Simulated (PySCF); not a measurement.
## Electric field gradients and quadrupole coupling constants

Species: C9H9N3.
Numbering: `[CH3:1][c:2]1[cH:3][n:4](-[c:5]2[cH:6][cH:7][cH:8][cH:9][cH:10]2)[n:11][n:12]1` (hydrogens: H13, H14, H15 on C1; H16 on C3; H17 on C6; H18 on C7; H19 on C8; H20 on C9; H21 on C10)

Cartesian coordinates in Å at the GFN2-xTB level; atoms count from 1:
```
atom  x, y, z in Å
C1     4.1144   -0.0379    0.2097
C2     2.6629   -0.2254    0.4577
C3     1.5754    0.2277   -0.2565
N4     0.4949   -0.2331    0.4279
C5    -0.8690   -0.0635    0.1672
C6    -1.3162    0.5464   -0.9995
C7    -2.6748    0.7010   -1.2103
C8    -3.5871    0.2511   -0.2713
C9    -3.1379   -0.3613    0.8880
C10   -1.7845   -0.5211    1.1112
N11    0.9145   -0.9254    1.4914
N12    2.1879   -0.9255    1.5137
H13    4.6775   -0.5981    0.9505
H14    4.3794   -0.3880   -0.7868
H15    4.3799    1.0162    0.2825
H16    1.5125    0.8159   -1.1459
H17   -0.6178    0.8960   -1.7438
H18   -3.0214    1.1762   -2.1157
H19   -4.6453    0.3763   -0.4433
H20   -3.8446   -0.7150    1.6234
H21   -1.4097   -0.9957    2.0040
```

Field gradients from the PBE0/pcSseg-1 density (PySCF, non-relativistic), principal values in atomic units, ordered |Vxx| ≤ |Vyy| ≤ |Vzz|:

```csv
atom,Vxx,Vyy,Vzz
N4,0.1832,0.3737,-0.5569
N11,0.1548,0.8754,-1.0302
N12,0.5241,0.5583,-1.0824
```

Question: Find the asymmetry η = (Vxx − Vyy)/Vzz and the couplings χ = eQV/h (234.96 MHz × Q in barn × V in au), with Q(14N) = 0.02044 b.

Answer: 
```tsv
atom	environment	nucleus	η	χzz (MHz)	χxx (MHz)	χyy (MHz)
N4	pyrrole-type nitrogen	14N	0.34	-2.675	0.880	1.795
N11	pyridine-type nitrogen	14N	0.70	-4.948	0.743	4.204
N12	pyridine-type nitrogen	14N	0.03	-5.20	2.52	2.68
```

The gradient is axial or nearly so (η below 0.05) at N12. The tensor is traceless: Vxx + Vyy + Vzz = 0.

Question: What is Vzz at N11 in SI units (1 au = 9.71736 × 10²¹ V/m²)?

Answer: -1.0302 au = -10.011 × 10²¹ V/m².

Question: And the gradient at the other heavy atoms, for which no coupling is worked out here?

Answer: 
```json
{"atom": "C1", "environment": "benzylic-type carbon", "Vzz (au)": "0.095", "η": "0.44"}
{"atom": "C2", "environment": "substituted aromatic carbon", "Vzz (au)": "0.171", "η": "0.93"}
{"atom": "C3", "environment": "aromatic CH next to a ring nitrogen", "Vzz (au)": "-0.232", "η": "0.45"}
{"atom": "C5", "environment": "aromatic carbon bearing nitrogen", "Vzz (au)": "-0.335", "η": "0.08"}
{"atom": "C6", "environment": "aromatic CH carbon", "Vzz (au)": "0.248", "η": "0.32"}
{"atom": "C7", "environment": "aromatic CH carbon", "Vzz (au)": "0.326", "η": "0.16"}
{"atom": "C8", "environment": "aromatic CH carbon", "Vzz (au)": "0.315", "η": "0.15"}
{"atom": "C9", "environment": "aromatic CH carbon", "Vzz (au)": "0.342", "η": "0.12"}
{"atom": "C10", "environment": "aromatic CH carbon", "Vzz (au)": "0.312", "η": "0.32"}
```

Were the hydrogens deuterons (Q(2H) = 0.00286 b), χzz would run from 209 kHz (H15 and H14) to 236 kHz (H16).

Isolated species at its GFN2-xTB geometry (one conformer only). GFN2-xTB bond lengths can be off by several hundredths of an ångström, more for odd bonds, and the gradients follow them. A larger basis could move these couplings by a tenth or more.
